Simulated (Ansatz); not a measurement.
The cluster Ge₂O⁺, relaxed as a quartet with UKS PBE0-D4/def2-TZVP in Ansatz, starting from the PBE0-D4/def2-TZVP geometry of the charge +1 doublet. Force threshold 0.02 eV/Å.

The relaxation made no stability test and no search for a lower SCF solution. At PBE0-D4/def2-TZVP a doublet of charge 1 lies 4.06 eV below the quartet, each at its own geometry. The structure comes from a short search, and lower isomers may exist.

Start:

```tsv
atom	x (Å)	y (Å)	z (Å)
Ge1	-1.545	-0.627	0.553
Ge2	1.545	0.627	-0.553
O3	0.000	0.000	0.000
```

```csv
step,energy (eV),largest force component (eV/Å),SCF passes
1,-115056.6301,0.562,59
2,-115056.6369,0.382,31
3,-115056.6411,0.041,32
4,-115056.6411,0.001,20
5,-115056.6411,0.000,15
```

Force components are those of the run's own axes.

End:

```xyz
3

Ge   -1.528   -0.620    0.546
Ge    1.539    0.624   -0.550
O    -0.011   -0.005    0.004
```

By distances, no bond broke or formed. The bond that changes most is Ge1–O3, from 1.76 to 1.72 Å (atoms count from 1).

The force fell under the threshold at step 4, but the optimiser went on. No frequencies were taken in this run, so the end may be a saddle point.

It took 10 s on 4 threads of Arm Neoverse V2 on a shared host.
